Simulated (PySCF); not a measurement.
Compound: CH9B2P.
Z-matrix (Å and degrees, PBE0-D3(BJ)/def2-SVP geometry), rows numbered from 1:
```
B 
P   1  1.8929
B   2  2.0129  1  111.24
C   3  1.6103  2  109.64  1    63.76
H   1  1.2031  2  118.99  3   -85.81
H   1  1.2030  2  118.84  3    87.20
H   2  1.4134  1  108.04  3  -123.93
H   2  1.4157  1  107.62  3   126.16
H   3  1.2252  2  100.58  1   -59.76
H   3  1.2268  2   98.34  1  -174.21
H   4  1.1031  3  114.03  2    57.24
H   4  1.1034  3  107.70  2   174.80
H   4  1.1025  3  114.25  2   -67.27
```

Method used: core-valence-separated Tamm–Dancoff BHandHLYP/aug-pcX-1 (pcseg-1 on H, def2-SVPD on P) in PySCF, non-relativistic, gas phase, PBE0-D3(BJ)/def2-SVP geometry. No shift to experiment was applied.

Give energies, oscillator strengths and core holes at the B K edge.

```csv
E (eV),f,core hole on,main final orbital
185.25,0.0899,B1,LUMO (89 %)
186.25,0.0228,B3,LUMO (90 %)
188.91,0.0272,B3,LUMO+1 (50 %)
189.35,0.0009,B3,LUMO+4 (44 %)
189.72,0.0107,B3,spread
189.84,0.0099,B3,spread
189.95,0.0028,B3,LUMO+3 (46 %)
190.07,0.0144,B3,spread
190.55,0.0038,B3,spread
190.66,0.0019,B3,LUMO+2 (30 %)
190.99,0.0011,B3,spread
```

The first line with a tenth or more of the strongest one's intensity is at 185.25 eV (f = 0.090), with the hole on B1 (three-coordinate boron). It is also the strongest listed.

Give energies, oscillator strengths and core holes at the C K edge.

```tsv
E (eV)	f	core hole on	main final orbital
282.55	0.0012	C4	LUMO (98 %)
284.51	0.0046	C4	LUMO+4 (51 %)
285.13	0.0133	C4	LUMO+1 (34 %)
285.29	0.0120	C4	spread
285.39	0.0118	C4	LUMO+1 (30 %)
285.69	0.0132	C4	LUMO+8 (43 %)
```

The first line with a tenth or more of the strongest one's intensity is at 284.51 eV (f = 0.005), with the hole on C4 (sp3 carbon bound to boron). The strongest listed is at 285.13 eV (f = 0.013; C4).

Roots within 0.03 eV whose holes lie on the same, on equivalent or on shared atoms are summed into one line, and the highest roots are left out, as the search may have cut off their partners. Final orbitals are the ground state's empty Kohn–Sham orbitals.

What are the wavelength and the wavenumber of the 186.25 eV line?

λ = 12398.42 eV Å/186.25 eV = 66.569 Å; 1.5022 × 10⁶ cm⁻¹.

The list ends where the root search ended, not at a threshold.

One conformer stands for the species.
